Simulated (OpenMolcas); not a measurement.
## neutral rubidium: effect of the basis set

```yaml
Program: OpenMolcas 26.06
Method: "SS-CASPT2, IPEA 0.25 Eh, imaginary shift 0.1 Eh (closed shells correlated: 4s 4p)"
Active_space: 1 electron in 4 orbitals (5s 5p)
State_averaging: 2S+1 = 2 even, 1 root; 2S+1 = 2 odd, 3 roots
Spin-orbit_coupling: state interaction with AMFI integrals over the reference wave functions, term energies averaged over their components
```

A. ANO-R1 [5s4p2d], X2C, finite nucleus; CASPT2 step of the order of 0.9 core-seconds
B. ANO-RCC-VDZP [6s5p2d], DKH2, point nucleus; CASPT2 step of the order of 0.7 core-seconds
C. ANO-R2 [6s5p3d1f], X2C, finite nucleus; CASPT2 step roughly 0.8 core-seconds
D. ANO-RCC-VTZP [7s6p3d1f], DKH2, point nucleus; CASPT2 step of the order of 0.5 core-seconds
E. ANO-R3 [7s6p4d2f1g], X2C, finite nucleus; CASPT2 step about 1.1 core-seconds
F. ANO-RCC-VQZP [8s7p4d2f1g], DKH2, point nucleus; CASPT2 step about 0.8 core-seconds

Energies in cm⁻¹ above 5s ²S_1/2, the measured ground level; measured values from NIST Handbook of Basic Atomic Spectroscopic Data.

```csv
Level,A,B,C,D,E,F,Measured
5s ²S_1/2,0.0,0.0,0.0,0.0,0.0,0.0,0.0
5p ²P°_1/2,21464,12137,21519,12521,21104,12534,12579
5p ²P°_3/2,21982,12277,21983,12659,21569,12669,12817
```

Deviations, from unrounded energies. A percentage is the sum of absolute deviations over the sum of measured energies, with the sign that they share, or ± where signs differ.

```
           Against measurement  Levels      A     B      C     D      E     F
mean absolute deviation (cm-1)       2   9000   490   9100   110   8600    96
      other configurations (%)       2  +71.1  -3.9  +71.3  -0.9  +68.0  -0.8
```

F lies closest to measurement on these levels and C furthest from it. The largest miss of F in the table is 5p ²P°_3/2, by -150 cm-1. The ranking rests on the paired levels alone, and a cruder setting can come out closer through cancelling errors.

Among A to F the level of the table that moves most is 5p ²P°_3/2, by 9700 cm-1 (lowest in B, highest in C).

ANO sets are built for ground and valence states and can reach diffuse excited orbitals poorly. With one active electron, CASPT2 adds the correlation within the correlated inactive shells and between them and that electron, and leaves the splitting within a term as the reference gives it. The ANO-R sets hold no well-fitted valence p shell for this element, so s → p excitations can come out far too high (holds for A; C; E). Computed and measured levels are paired by configuration, term and J; levels that our copy of the source lacks, or whose pairing is in doubt (as where it misses far off the trend of its configuration), stay unpaired and out of the deviations. Levels of configurations outside the active space are missing.

° marks odd parity.
